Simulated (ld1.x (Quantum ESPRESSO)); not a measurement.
# What one change does to a pseudopotential (platinum (Pt), TM semilocal)

Pt, norm-conserving Troullier–Martins (semilocal form), made with ld1.x (Quantum ESPRESSO) 7.5 (LDA (PZ), scalar-relativistic). Core [Kr] 4d10 4f14 5s2, reference 5p6 5d7 6s0 6p0 (charge +3). Waves: 6s (bound, empty): rc 2.25 bohr; 5d (bound): rc 1.75 bohr; 5p (bound): rc 1.20 bohr. Local part: the p channel. Core correction: a·sin(br)/r model core inside 0.80 bohr.

Change: wave 5d (bound): rc 1.75 bohr becomes 5d (bound): rc 1.44 bohr.

Cutoffs: the cutoffs (Ry, on a coarse ladder) from which the occupation-weighted sum of valence levels, in a spherical-Bessel basis at the reference potential, stays within 10 and 1 mRy of its value at 400 Ry; they do not see the model core or the augmentation charge, which bear on the density cutoff. Errors are all-electron minus pseudo energies relative to the spin-unpolarised reference configuration.

**Question.** What does the change do?

**Answer.** The potential gets neither clearly harder nor softer (120 Ry and 200 Ry → 120 Ry and 200 Ry); of the 9 tests that both files solve, the error grows in 3 and shrinks in 1 by more than 15 % and 0.3 meV (median size 32.5 → 29.3 meV); the range in which the d phases agree widens (upper end 0.6 → at the end of the scan); neither file shows a bound ghost. A semilocal file is local in each channel, so a ghost entry of none says nothing of the separable form that plane-wave codes build from it.

```csv
quantity,base,changed
"cutoff, loose",120 Ry,120 Ry
"cutoff, tight",200 Ry,200 Ry
bound ghosts,none,none
"error for 5p6 5d9 6s1 6p0, meV [ΔE -62.32 eV]",+56,+53
"error for 5p6 5d9 6s0 6p0, meV [ΔE -52.77 eV]",+0.9,-2.1
"error for 5p6 5d8 6s0 6p0, meV [ΔE -32.51 eV]",+3.1,+2.3
"error for 5p6 5d9 6s0.5 6p0, meV [ΔE -58.46 eV]",+33,+29
"error for 5p6 5d8 6s1 6p1, meV [ΔE -55.72 eV]",+72,+71
"error for 5p6 5d10 6s0 6p0, meV [ΔE -62.26 eV]",+0.1,-5.6
"error for 5p6 5d8 6s2 6p0, meV [ΔE -61.39 eV]",+63,+62
"error for 5p6 5d7 6s0 6p0 (spin-polarised), meV [ΔE -1.39 eV]",+12,+17
"error for 5p6 5d9 6s1 6p0 (spin-polarised), meV [ΔE -62.69 eV]",+66,+64
s: phases at 2.46 bohr within 0.05 rad from the reference energy up to (Ry; the scan ends near 5),1.4,1.4
p: phases at 2.46 bohr within 0.05 rad from the reference energy up to (Ry; the scan ends near 5),-1.6,-1.6
d: phases at 2.46 bohr within 0.05 rad from the reference energy up to (Ry; the scan ends near 5),0.6,to the end of the scan
```
